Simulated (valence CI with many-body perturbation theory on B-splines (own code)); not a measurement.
Energy levels of Pb⁺

Calculated by relativistic CI+MBPT: three valence electrons over a frozen Dirac-Fock core [Xe] 4f14 5d10, radial functions for each j: 9 s, 9 p, 8 d, 6 f, 3 g, 1 h, with the one-electron correlation potential Σ1, the two-electron term Σ2, the three-electron term Σ3, Breit, model QED; selected CI, second order for the rest, scaled by the run's own slope (own B-spline code, finite nucleus).

Against 15 measured levels this calculation errs by 196 cm⁻¹ on average and by 671 at most. These come from a selection out of the NIST Handbook of Basic Atomic Spectroscopic Data. Levels without a partner in it may be off by more.

Levels 1 to 21 of 21, with energies above the lowest level, 6s2.6p 2P°_1/2. "Leading %" is the weight of the configuration and term that name the level; weights of strongly mixed levels are sums over their largest components and can fall short, so below about 35 % the name and the second component can differ from the true leading terms, or belong to a minority configuration. In the jj column 3d3/2^4 stands for four electrons in 3d with j = 3/2.

| No. | Configuration | Term | J | E (cm⁻¹) | Leading % | Second component | Leading jj |
| --- | --- | --- | --- | --- | --- | --- | --- |
| 1 | 6s2.6p | 2P° | 1/2 | 0.0 | 97 |  | 6s^2 6p1/2 (97 %) |
| 2 | 6s2.6p | 2P° | 3/2 | 14397 | 97 |  | 6s^2 6p3/2 (97 %) |
| 3 | 6s.6p2 | 4P | 1/2 | 57240 | 87 | 9 % 6s.6p2 2S | 6s 6p1/2^2 (73 %) |
| 4 | 6s2.7s | 2S | 1/2 | 59789 | 96 |  | 6s^2 7s (96 %) |
| 5 | 6s.6p2 | 4P | 3/2 | 65701 | 91 |  | 6s 6p1/2 6p3/2 (92 %) |
| 6 | 6s2.6d | 2D | 5/2 | 68949 | 49 | 26 % 6s.6p2 4P | 6s^2 6d5/2 (49 %) |
| 7 | 6s2.6d | 2D | 3/2 | 69948 | 80 | 10 % 6s.6p2 2D | 6s^2 6d3/2 (80 %) |
| 8 | 6s.6p2 | 4P | 5/2 | 73961 | 53 | 40 % 6s2.6d 2D | 6s^2 6d5/2 (40 %) |
| 9 | 6s2.7p | 2P° | 1/2 | 74546 | 95 |  | 6s^2 7p1/2 (95 %) |
| 10 | 6s2.7p | 2P° | 3/2 | 77342 | 95 |  | 6s^2 7p3/2 (95 %) |
| 11 | 6s.6p2 | 2D | 3/2 | 83133 | 68 | 13 % 6s2.6d 2D | 6s 6p1/2 6p3/2 (70 %) |
| 12 | 6s2.8s | 2S | 1/2 | 88747 | 42 | 40 % 6s.6p2 2P | 6s^2 8s (42 %) |
| 13 | 6s2.8s | 2S | 1/2 | 88951 | 53 | 28 % 6s.6p2 2P | 6s^2 8s (53 %) |
| 14 | 6s.6p2 | 2D | 5/2 | 89128 | 54 | 16 % 6s.6p2 4P | 6s 6p3/2^2 (57 %) |
| 15 | 5f.6s2 | 2F° | 7/2 | 92565 | 96 |  | 5f7/2 6s^2 (96 %) |
| 16 | 5f.6s2 | 2F° | 5/2 | 92583 | 96 |  | 5f5/2 6s^2 (96 %) |
| 17 | 6s2.7d | 2D | 3/2 | 94388 | 91 |  | 6s^2 7d3/2 (91 %) |
| 18 | 6s2.8p | 2P° | 1/2 | 94726 | 95 |  | 6s^2 8p1/2 (95 %) |
| 19 | 6s2.7d | 2D | 5/2 | 95473 | 79 | 14 % 6s.6p2 2D | 6s^2 7d5/2 (79 %) |
| 20 | 6s2.8p | 2P° | 3/2 | 95870 | 95 |  | 6s^2 8p3/2 (95 %) |
| 21 | 6s2.9s | 2S | 1/2 | 101119 | 93 |  | 6s^2 9s (93 %) |

Names give the largest LS component (configuration and term), which can be under half, so a name can repeat, a term be missing and a line seem to break the LS rules; names also repeat where a configuration has a term twice.

Where two levels of one J and parity lie close, their mixing, g and order are uncertain.

The ionisation energy to 6s2 1S_0 of the next ion comes out as 15.013 eV (NIST: 15.0325 eV (measured)). All 21 levels together are meant to be complete up to 101888 cm⁻¹.
